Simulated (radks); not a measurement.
Question: These are the eigenvalues of the occupied orbitals of an atom or ion with whole-number occupations (hartree). All-electron calculation, Dirac Kohn-Sham, BLYP, spin-unpolarised, spherical densities, finite nucleus; Fermi nuclear charge, rms radius of each element as measured or else 0.836 A^(1/3) + 0.57 fm. Program: a radial shooting solver on a logarithmic mesh with Libxc functionals.

1s1/2: -769.0566
2s1/2: -111.7880
2p1/2: -103.2847
2p3/2: -98.93663
3s1/2: -21.43954
3p1/2: -18.17291
3p3/2: -17.44470
3d3/2: -11.66507
3d5/2: -11.52488
4s1/2: -4.98100
4p1/2: -3.99577
4p3/2: -3.87702
4d3/2: -2.36133

Which element is it, and in what charge state? The configuration may be excited. Open shells, if any, fill j = l - 1/2 first.

Answer: Z = 43, technetium, charge +5: Tc5+ in [Kr] 4d2. The list shows which subshells hold electrons but not how many an open one holds; the 1s level, -769.06 hartree, gives Z - s = 39.2 by -(Z - s)^2/2, which with screening and relativity narrows Z to a few neighbours, and the depths of the outer levels then fix element, charge and occupations together.
